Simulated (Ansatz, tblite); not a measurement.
Forces on Mg₄H₃ at its r2SCAN-D4/def2-TZVP geometry. Charge 0, multiplicity 2.

The xTB rows come from tblite. The structure comes from a short search, and lower isomers may exist.

GFN1-xTB (tblite), largest force 0.42 eV/Å:

```xyz
7
positions Å, forces eV/Å
Mg    1.631    0.018    0.749    0.128    0.280    0.281
Mg   -1.428   -0.439   -0.995   -0.366    0.205   -0.002
Mg   -0.172    2.318   -0.305    0.002   -0.314    0.078
Mg   -1.187    0.428    1.970    0.174   -0.031   -0.297
H     3.247   -0.425    1.113    0.041    0.006    0.028
H     0.329   -0.627   -0.414    0.063   -0.140   -0.069
H    -2.421   -1.272   -2.119   -0.043   -0.005   -0.019
```

GFN2-xTB (tblite), largest force 0.95 eV/Å:

```
Mg -0.359 0.748 0.463
Mg -0.387 0.742 0.446
Mg 0.139 -0.361 -0.148
Mg 0.192 -0.302 -0.258
H 0.202 -0.050 0.051
H 0.341 -0.680 -0.418
H -0.128 -0.098 -0.135
```

PBE0-D4/def2-TZVP (Ansatz), largest force 0.05 eV/Å:

```
Mg 0.029 -0.020 -0.006
Mg -0.012 -0.029 -0.032
Mg 0.011 0.038 -0.030
Mg -0.020 -0.021 0.040
H -0.013 0.010 0.002
H -0.002 0.004 0.007
H 0.007 0.017 0.017
```
